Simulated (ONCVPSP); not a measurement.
# W, ONCV: configuration errors across variants

* Element: W (Z = 74)
* Generator: ONCVPSP 4.0.1
* Type: optimised norm-conserving Vanderbilt (ONCV)
* Functional: PBEsol
* Relativity: scalar-relativistic
* Frozen core: [Kr] 4d10 4f14 5s2
* Valence charge: 12
* Reference configuration: 5p6 5d4 6s2
* Partial waves: 6s: rc 2.60 bohr, ncon 3, nbas 6, qcut 2.4 1/bohr, 2 projectors, debl 3.1 Ha; 5p: rc 1.15 bohr, ncon 3, nbas 7, qcut 6 1/bohr, 3 projectors, debl 2.9 Ha; 5d: rc 1.85 bohr, ncon 4, nbas 8, qcut 5.1 1/bohr, 2 projectors, debl 3.8 Ha
* Local potential: polynomial inside 1.05 bohr (lpopt 4, dvloc0 0 Ha)
* Core correction: Teter function fitted to the true core (icmod 2), fcfact 0.5

All-electron excitation energies from the reference (eV): (1) 5p6 5d4 6s1 8.925; (2) 5p6 5d4 6s0 24.621; (3) 5p6 5d3 6s0 50.025; (4) 5p6 5d4 6s0 6p1 14.436.

A true bound ghost makes a file unfit for plane-wave use even where its test errors are small: the radial tests pick states by their node count and pass the ghost by.

Errors AE − PS in meV (a dash: test not solved or not reliable):

```json
{"change": "base", "(1)": "-8.6", "(2)": "-35", "(3)": "+3.0", "(4)": "-31", "bound ghosts": "s", "GHOST(+) flags above zero": "s, p"}
{"change": "s: debl 0.35", "(1)": "-8.9", "(2)": "-34", "(3)": "+3.6", "(4)": "-31", "bound ghosts": "s", "GHOST(+) flags above zero": "s, p"}
{"change": "s: debl 0.7", "(1)": "-8.9", "(2)": "-35", "(3)": "+3.5", "(4)": "-31", "bound ghosts": "s", "GHOST(+) flags above zero": "p"}
{"change": "s: debl 1.3", "(1)": "-8.8", "(2)": "-35", "(3)": "+3.3", "(4)": "-31", "bound ghosts": "s", "GHOST(+) flags above zero": "s, p"}
{"change": "s: debl 4.5", "(1)": "-8.4", "(2)": "-35", "(3)": "+2.8", "(4)": "-31", "bound ghosts": "s", "GHOST(+) flags above zero": "s, p"}
```

(1) Give the same row for: s: debl 2.75.

## Answers

(1) -8.7, -35, +3.0, -31; bound ghosts: s; GHOST(+) flags above zero: s, p.
